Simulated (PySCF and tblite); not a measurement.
Values are calculated unless marked as measured or tabulated.
Stationary points of C₃H₇ClO₂Si₂ at GFN2-xTB, in Å:

Structure A

```
 1 O     1.690   -1.722   -0.353
 2 C     1.437   -0.601    0.048
 3 Si    2.777    0.471    0.916
 4 C     0.109   -0.014   -0.114
 5 Cl   -0.077    1.581    0.523
 6 C    -0.988   -0.543   -0.697
 7 O    -0.936   -1.779   -1.218
 8 Si   -2.587    0.488   -0.762
 9 H     3.988   -0.341    0.935
10 H     2.318    0.780    2.270
11 H     2.966    1.695    0.139
12 H    -1.787   -2.028   -1.601
13 H    -3.538   -0.395   -1.460
14 H    -2.346    1.694   -1.543
15 H    -3.040    0.752    0.597
```

Structure B

```
 1 O     1.500   -1.837    0.109
 2 C     1.343   -0.654    0.332
 3 Si    2.779    0.453    0.974
 4 C     0.029   -0.010    0.151
 5 Cl   -0.151    1.491    0.974
 6 C    -1.007   -0.440   -0.587
 7 O    -0.864   -1.552   -1.377
 8 Si   -2.633    0.542   -0.720
 9 H     3.991   -0.344    0.818
10 H     2.514    0.752    2.380
11 H     2.817    1.670    0.165
12 H    -1.274   -2.322   -0.972
13 H    -3.499   -0.257   -1.587
14 H    -2.352    1.855   -1.290
15 H    -3.194    0.653    0.627
```

Structure C

```
 1 O     1.388   -1.722   -0.438
 2 C     1.266   -0.578    0.015
 3 Si    2.728    0.314    0.883
 4 C     0.006    0.108   -0.104
 5 Cl   -0.093    1.703    0.551
 6 C    -1.101   -0.417   -0.695
 7 O    -1.087   -1.634   -1.216
 8 Si   -2.750    0.529   -0.830
 9 H     3.845   -0.623    0.847
10 H     2.310    0.614    2.251
11 H     3.012    1.531    0.126
12 H    -0.179   -2.027   -1.087
13 H    -3.662   -0.379   -1.517
14 H    -2.497    1.748   -1.595
15 H    -3.191    0.840    0.528
```

Level: PBE0/pcSseg-1 + D3(BJ), IEF-PCM methanol on GFN2-xTB stationary points, with GFN2-xTB thermal terms.

Which structure is a saddle point, and along which motion?

B: one imaginary mode (524i cm⁻¹ at GFN2-xTB, mostly on H12), along the rotation about the C6–O7 bond (torsion C4–C6–O7–H from 0° to 180°, rising).

Give their symmetry and energies above the lowest.

A Cs, 9.2 kcal/mol; B C1, 15.8 kcal/mol; C Cs, 0.0 kcal/mol.
